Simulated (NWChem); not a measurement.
System: CH₅FO₂Si; SMILES CO[SiH](O)F

Input file for NWChem:

```
start job
memory heap 200 mb stack 900 mb global 1100 mb
geometry units angstroms noautosym nocenter noautoz
  Si     0.035899    -0.492490     0.372286
  O      0.931713    -1.717800    -0.249416
  F     -1.492632    -0.549250    -0.137175
  O      0.676766     0.927189    -0.150526
  C      0.016415     2.186701    -0.065300
  H      0.022808    -0.655074     1.835141
  H      1.253840    -1.592554    -1.153610
  H     -0.084210     2.510086     0.978952
  H      0.624491     2.921644    -0.599580
  H     -0.978778     2.146673    -0.523303
end
basis spherical
  * library pcsseg-1
end
dft
  xc pbe0
  iterations 150
end
property
  shielding
end
task dft property
```

Parts of the log:

```
             Northwest Computational Chemistry Package (NWChem) 7.3.0
             --------------------------------------------------------

                             Geometry "geometry" -> ""
                             -------------------------

 Output coordinates in angstroms (scale by  1.889725989 to convert to a.u.)

  No.       Tag          Charge          X              Y              Z
 ---- ---------------- ---------- -------------- -------------- --------------
    1 Si                  14.0000     0.03589900    -0.49249000     0.37228600
    2 O                    8.0000     0.93171300    -1.71780000    -0.24941600
    3 F                    9.0000    -1.49263200    -0.54925000    -0.13717500
    4 O                    8.0000     0.67676600     0.92718900    -0.15052600
    5 C                    6.0000     0.01641500     2.18670100    -0.06530000
    6 H                    1.0000     0.02280800    -0.65507400     1.83514100
    7 H                    1.0000     1.25384000    -1.59255400    -1.15361000
    8 H                    1.0000    -0.08421000     2.51008600     0.97895200
    9 H                    1.0000     0.62449100     2.92164400    -0.59958000
   10 H                    1.0000    -0.97877800     2.14667300    -0.52330300

 Effective nuclear repulsion energy (a.u.)     257.9752656600

                              NWChem Property Module
                              ----------------------

  itol2e modified to match energy
  convergence criterion.

                                 NWChem DFT Module
                                 -----------------

 Summary of "ao basis" -> "ao basis" (spherical)
 ------------------------------------------------------------------------------
       Tag                 Description            Shells   Functions and Types
 ---------------- ------------------------------  ------  ---------------------
 Si                         pcsseg-1                10       24   4s5p1d
 O                          pcsseg-1                 7       17   3s3p1d
 F                          pcsseg-1                 7       17   3s3p1d
 C                          pcsseg-1                 7       17   3s3p1d
 H                          pcsseg-1                 3        5   2s1p

  itol2e modified to match energy
  convergence criterion.

            General Information
            -------------------
          SCF calculation type: DFT
          Wavefunction type:  closed shell.
          No. of atoms     :    10
          No. of electrons :    50
           Alpha electrons :    25
            Beta electrons :    25
          Charge           :     0
          Spin multiplicity:     1
          Use of symmetry is: off; symmetry adaption is: off
          Maximum number of iterations: 150
          AO basis - number of functions:   117
                     number of shells:    53
          Convergence on energy requested:  1.00D-07
          Convergence on density requested:  1.00D-05
          Convergence on gradient requested:  5.00D-04

              XC Information
              --------------
                         PBE0 Method XC Functional
                     Hartree-Fock (Exact) Exchange  0.250
          PerdewBurkeErnzerhof Exchange Functional  0.750
            Perdew 1991 LDA Correlation Functional  1.000 local
           PerdewBurkeErnz. Correlation Functional  1.000 non-local

[...]

          -----------------------------------------
          Chemical Shielding Tensors (GIAO, in ppm)
          -----------------------------------------

                                NWChem CPHF Module
                                ------------------

  scftype          =     RHF
  nclosed          =       25
  nopen            =        0
  variables        =     2300
  # of vectors     =        3
  tolerance        = 0.10D-03
  level shift      = 0.00D+00
  max iterations   =       50
  max subspace     =       30

 SCF residual:    1.9691139617717345E-004

Iterative solution of linear equations
  No. of variables     2300
  No. of equations        3
  Maximum subspace       30
        Iterations       50
       Convergence  1.0D-04

   iter   nsub   residual    time
   ----  ------  --------  ---------
     1      3    2.56D-01      84.1
     2      6    1.35D-02      92.9
     3      9    7.22D-04     104.4
     4     12    5.56D-05     115.9

      Atom:    1  Si
        Diamagnetic
    882.7237     -0.4502     -0.0107
     -0.4502    883.3189     -0.1235
     -0.0107     -0.1235    875.9828

        Paramagnetic
   -496.1480     -2.0729     -9.1025
     -2.0729   -463.7195      7.1118
     -9.1025      7.1118   -472.5949

        Total Shielding Tensor
    386.5757     -2.5231     -9.1133
     -2.5231    419.5994      6.9883
     -9.1133      6.9883    403.3879

           isotropic =     403.1877
          anisotropy =      29.8703

          Principal Components and Axis System
                 1           2           3
              423.1012    403.8851    382.5767

      1        -0.1610     -0.3720      0.9142
      2         0.9044     -0.4264     -0.0142
      3         0.3951      0.8245      0.4051

      Atom:    2  O
        Diamagnetic
    385.2225    -11.0988    -11.8230
    -11.0988    391.3400      5.9783
    -11.8230      5.9783    393.9479

        Paramagnetic
   -103.9413     -3.9991    -10.0141
     -3.9991   -109.6334     28.7998
    -10.0141     28.7998   -125.6701

        Total Shielding Tensor
    281.2812    -15.0979    -21.8371
    -15.0979    281.7067     34.7780
    -21.8371     34.7780    268.2778

           isotropic =     277.0885
          anisotropy =      72.4780

          Principal Components and Axis System
                 1           2           3
              325.4072    267.8142    238.0443

      1        -0.5058      0.8377      0.2062
      2         0.6374      0.5239     -0.5650
      3         0.5813      0.1544      0.7989

      Atom:    3  F
        Diamagnetic
    488.7156      1.4687      7.8821
      1.4687    465.1869      0.2502
      7.8821      0.2502    463.8549

        Paramagnetic
   -126.2582      0.0864     39.2197
      0.0864   -194.1405     11.0443
     39.2197     11.0443   -148.0951

        Total Shielding Tensor
    362.4574      1.5551     47.1018
      1.5551    271.0464     11.2945
     47.1018     11.2945    315.7598

           isotropic =     316.4212
          anisotropy =     113.5480

          Principal Components and Axis System
                 1           2           3
              392.1198    290.4113    266.7324

      1         0.8455     -0.5067      0.1681
      2         0.0603      0.4036      0.9129
      3         0.5305      0.7618     -0.3719

      Atom:    4  O
        Diamagnetic
    387.8121     -1.1463     -3.7691
     -1.1463    420.1764     -6.8255
     -3.7691     -6.8255    380.2501

        Paramagnetic
    -84.2995     52.9980      2.3834
     52.9980   -143.0820    -18.5832
      2.3834    -18.5832    -68.2351

        Total Shielding Tensor
    303.5126     51.8516     -1.3857
     51.8516    277.0944    -25.4087
     -1.3857    -25.4087    312.0150

           isotropic =     297.5406
          anisotropy =      80.9246

          Principal Components and Axis System
                 1           2           3
              351.4904    309.0988    232.0328

      1         0.6726      0.4756     -0.5669
      2         0.6112      0.0747      0.7879
      3        -0.4170      0.8765      0.2405

      Atom:    5  C
        Diamagnetic
    242.7970     -7.0352     -0.4120
     -7.0352    256.6087      0.9187
     -0.4120      0.9187    238.9751

        Paramagnetic
   -122.0970    -23.1501     -0.1525
    -23.1501    -86.5544      3.1553
     -0.1525      3.1553   -132.8551

        Total Shielding Tensor
    120.7000    -30.1853     -0.5645
    -30.1853    170.0544      4.0740
     -0.5645      4.0740    106.1200

           isotropic =     132.2915
          anisotropy =      78.4059

          Principal Components and Axis System
                 1           2           3
              184.5621    107.4115    104.9008

      1        -0.4272      0.7095     -0.5605
      2         0.9028      0.3004     -0.3078
      3         0.0500      0.6375      0.7688

      Atom:    6  H
        Diamagnetic
     23.7576     -0.0630     -0.2196
     -0.0630     24.5749     -2.2096
     -0.2196     -2.2096     39.4029

        Paramagnetic
      0.1070     -0.0465      0.2690
     -0.0465     -0.3482      0.7734
      0.2690      0.7734     -6.4005

        Total Shielding Tensor
     23.8646     -0.1095      0.0494
     -0.1095     24.2268     -1.4362
      0.0494     -1.4362     33.0024

           isotropic =      27.0313
          anisotropy =       9.3011

          Principal Components and Axis System
                 1           2           3
               33.2320     24.0514     23.8104

      1         0.0071     -0.4722      0.8815
      2        -0.1576      0.8700      0.4672
      3         0.9875      0.1422      0.0683

      Atom:    7  H
        Diamagnetic
     25.4123     -2.4228     -9.7356
     -2.4228     24.4407      1.3363
     -9.7356      1.3363     41.0257

        Paramagnetic
      0.1706      0.7609      1.9271
      0.7609     -0.4654      0.2849
      1.9271      0.2849     -3.6687

[...]
```

Level: PBE0/pcSseg-1, GIAO. All runs use the structure optimised with B3LYP/6-31G* (spherical d). The printed shielding anisotropy is the first printed principal value minus the mean of the other two.
